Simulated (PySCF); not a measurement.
Species: C6H9OP.
Atom-mapped SMILES: `[CH2:1]=[CH:2][C:3]1=[CH:4][CH2:5][P@H:6](=[O:7])[CH2:8]1`

Definitions: NICS(0) = −σiso at the ring centroid; NICS(1) = −σiso and NICS(1)zz = −σzz at ±1 Å along the ring normal z. Level: GIAO PBE0/pcSseg-1 (PySCF, non-relativistic, gas phase) on the GFN2-xTB geometry, one conformer.

Ring bond lengths (Å), with Mayer bond orders in brackets: C3–C4 1.338 (1.75), C4–C5 1.493 (1.02), C5–P6 1.837 (0.91), P6–C8 1.835 (0.89), C8–C3 1.506 (1.03).

Task: What do the NICS probes read (ppm)?

Result: 
```json
{"ring": "C3–C4–C5–P6–C8", "type": "5-membered ring with P; formal bonds 1 double, 4 single", "NICS(0)": "-3.0", "NICS(1), two faces": "-1.5 / -5.9", "NICS(1)zz, two faces": "1.8 / -4.0", "rms pucker (Å)": "0.14", "centre to ring atoms, mean (Å)": "1.35"}
```

Task: What can be read from them?

Result: 
- C3–C4–C5–P6–C8: mean NICS(1)zz -1.1 ppm, near zero. C5, P6, C8 have four or more neighbours; no verdict on aromaticity is drawn. The two faces differ by 5.8 ppm, so no symmetry operation interchanges them.

Task: What field does 7.05 T along the ring normal induce along that normal at the second NICS(1) probe listed for ring C3–C4–C5–P6–C8, 1 Å off the ring?

Result: NICSzz × B0 = -4.0 ppm × 7.05 T = -28 μT, against the applied field.

Task: Give the inner angles of the rings and the Hirshfeld charges of the ring atoms.

Result: 
- C3–C4–C5–P6–C8: C3 115.4° (-0.002 e), C4 117.8° (-0.045 e), C5 102.5° (-0.116 e), P6 93.9° (+0.418 e), C8 103.3° (-0.115 e); sum 532.9° against 540° for a flat convex ring.
